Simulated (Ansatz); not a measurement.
Born–Oppenheimer molecular dynamics of Cl3H3OSi2 (9 atoms, charge 0, multiplicity 1). It starts from a relaxed structure.

Computed with Ansatz, RKS PBE0-D4/STO-3G.

```
ensemble        : NVT, Langevin thermostat
time step       : 0.5 fs
steps asked     : 500
set temperature : 1000 K
friction        : 0.001 /fs
seed            : 169532
```

First frame:

```xyz
9
Properties=species:S:1:pos:R:3
Si -0.015 -0.042 0.027
O 0.037 -0.330 1.631
Si -1.339 -0.442 2.644
H -2.213 -1.487 2.160
H -0.812 -0.762 3.949
H -2.033 0.828 2.655
Cl 1.960 0.008 -0.640
Cl -0.940 1.787 -0.436
Cl -1.046 -1.540 -1.026
```

Q: How far do the bonds stretch over the last three quarters of this one trajectory? (Pairs bonded in most of those frames.)

A: 
```tsv
bond	mean (Å)	spread (Å)	shortest	longest
Si1–O2	1.613	0.051	1.51	1.70
Si1–Cl7	2.103	0.051	2.01	2.21
Si1–Cl8	2.110	0.066	2.00	2.21
Si1–Cl9	2.136	0.084	1.99	2.28
O2–Si3	1.702	0.057	1.60	1.82
Si3–H4	1.450	0.021	1.40	1.50
Si3–H5	1.447	0.011	1.42	1.47
Si3–H6	1.451	0.032	1.38	1.52
```

Pairs bonded in part of these frames only: Si1–Si3 14 %.

Mean temperature of the second half: 796 K. The mean temperature of the second half is 20 % below the set value. A run of 0.25 ps of so small a system gives no equilibrium averages. Limits of this set-up: minimal basis.

Run time: 28 min on 1 thread of Arm Neoverse V1, on a shared host, peak memory 0.15 GiB.
